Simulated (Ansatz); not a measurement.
`F[CH2][ZnH]` + `OCF` → `FC[O][ZnH]` + `CF`  (ligand exchange at a Zn–C bond)

Computed with Ansatz on PBE0-D4/def2-TZVP structures; ΔE is electronic, products minus reactants. CCSD(T)/CBS adds triple-zeta CCSD(T) − MP2 to the extrapolated MP2 energy (def2 sets, frozen cores). This one scheme is used for every species. For Zn outer-core shells are correlated without core-valence functions, which leaves a few kJ/mol of doubt a bond. Scalar relativity is left out up to krypton. Each species was taken in one conformer, which may not be the lowest.

```json
{"species": "`F[CH2][ZnH]`", "CCSD(T)/CBS(def2) energy (Eh)": "-1917.98456"}
{"species": "`OCF`", "CCSD(T)/CBS(def2) energy (Eh)": "-214.81254"}
{"species": "`FC[O][ZnH]`", "CCSD(T)/CBS(def2) energy (Eh)": "-1993.20269"}
{"species": "`CF`", "CCSD(T)/CBS(def2) energy (Eh)": "-139.63461"}
```

(1) Work out ΔE.

Largest T1 diagnostic among the species: 0.016.

Results:

(1) ΔE = (-1993.20269) + (-139.63461) − (-1917.98456) − (-214.81254) = -0.04020 Eh = -105.5 kJ/mol.

From PBE to PBE0 (25 % exact exchange), in def2-TZVPP and without D4, ΔE moves by −4.5 kJ/mol. In def2-TZVPP, CCSD(T) changes the Hartree–Fock value by +12.0 kJ/mol (the triples alone add +0.6 kJ/mol) and MP2 by +11.2 kJ/mol.
